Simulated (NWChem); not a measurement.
Si2NH6 cation

```xyz
9

Si    -0.1396     1.5923     0.0003
N      0.6115     0.1228    -0.0008
Si    -0.1138    -1.5613    -0.0013
H     -1.6137     1.6109     0.0003
H      0.6842     2.8162     0.0014
H      1.6361     0.1414    -0.0012
H      0.3623    -2.2121    -1.2452
H     -1.5752    -1.3011     0.0098
H      0.3805    -2.2194     1.2316
```
Atoms are numbered in this order, from 1.

All runs use the structure optimised with PBE0/def2-SVP.

Question: Give the principal values of the shielding tensors (ppm) of Si1, N2, Si3 from Hartree-Fock/6-31G* (spherical d), GIAO (NWChem), with their diamagnetic and paramagnetic parts as GIAO splits them.

Answer: 
| atom | σ11 | σ22 | σ33 | isotropic | diamagnetic | paramagnetic |
|---|---|---|---|---|---|---|
| Si1 | 264.2 | 293.6 | 398.0 | 318.6 | 879.1 | -560.5 |
| N2 | 22.7 | 193.0 | 263.7 | 159.8 | 327.2 | -167.4 |
| Si3 | 444.8 | 467.5 | 488.3 | 466.9 | 877.9 | -411.0 |
